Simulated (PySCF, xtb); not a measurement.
BiF3, SMILES [F][Bi]([F])[F].

Harmonic wavenumbers (cm⁻¹) from xtb with GFN2-xTB at its own minimum, in rising order: 138, 138, 161, 421, 421, 434.

Q: What does PBE-D3(BJ)/def2-SVP (PySCF 2.14.0) give at its own minimum? (An estimate is asked for; the answer gives what the named calculation found.)

A: 157, 157, 177, 572, 572, 582. Paired by order, the mean absolute difference is 84 cm⁻¹ and the zero-point energies are 2.4 and 3.2 kcal/mol.
